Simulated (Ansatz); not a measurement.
`OB(O)[SiH3]`. Charge 0, multiplicity 1.

```csv
atom,x (Å),y (Å),z (Å)
O1,-1.224,0.636,1.040
B2,-0.580,0.055,-0.011
O3,-1.208,-0.416,-1.127
Si4,1.444,-0.127,0.066
H5,-2.181,0.705,0.959
H6,-2.165,-0.317,-1.146
H7,1.994,0.369,1.356
H8,1.846,-1.552,-0.099
H9,2.075,0.648,-1.039
```

(1) Give the diagnostics of a CCSD(T)/def2-TZVPP run (frozen core, Ansatz 0.2.0). (An estimate is asked.)

Results:

(1) Ansatz gave: T1 = 0.0135, largest single amplitude 0.035, largest double 0.029, (T) share of the correlation energy 3.4 %, 9 CCSD cycles. The RHF solution is stable towards an unrestricted one. T1 lies under the customary mark of 0.02 for closed shells.
